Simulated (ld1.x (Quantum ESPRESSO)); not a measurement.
# u(r) = r·R(r): atom against pseudo-atom (arsenic)

Columns: radius, all-electron u(r) and pseudo u(r) of the 4s shell (level -33.78 eV) of arsenic in the configuration [Ar] 3d10 4s2 4p1; LDA (PZ), scalar-relativistic, PAW scheme, ld1.x (Quantum ESPRESSO) 7.5.

```csv
r (bohr),all-electron,pseudo
0.103,-0.2068,-0.0720
0.205,-0.1224,-0.1435
0.308,0.2210,-0.2160
0.410,0.3988,-0.2881
0.513,0.3770,-0.3607
0.615,0.2304,-0.4321
0.718,0.0289,-0.5025
0.820,-0.1770,-0.5697
0.923,-0.3657,-0.6334
1.025,-0.5220,-0.6910
1.128,-0.6455,-0.7419
1.230,-0.7349,-0.7836
1.332,-0.7947,-0.8151
1.435,-0.8293,-0.8354
1.538,-0.8423,-0.8432
1.640,-0.8381,-0.8381
1.743,-0.8203,-0.8203
1.845,-0.7924,-0.7924
1.948,-0.7568,-0.7568
2.050,-0.7164,-0.7164
2.153,-0.6723,-0.6723
2.255,-0.6271,-0.6271
2.358,-0.5809,-0.5809
2.460,-0.5357,-0.5357
2.562,-0.4916,-0.4916
2.665,-0.4489,-0.4489
```

Task: How many radial nodes do the two functions have?

Result: The all-electron 4s function has n − l − 1 = 3 (the table is too coarse to show those close to the nucleus); the pseudo-wave has 0, since the states of the same l below it are removed with the core.

Task: At about which radius was the pseudo-wave matched?

Result: 1.65 bohr, where the columns begin to agree (steps of 0.10 bohr).

Task: Where does each function peak?

Result: Outermost all-electron maximum near 1.54 bohr, pseudo maximum near 1.54 bohr (to the table’s step).

Task: Is the pseudo-wave norm-conserving?

Result: No, it belongs to a PAW set: the norm inside the radius is not constrained, and the difference is carried by the augmentation charge.
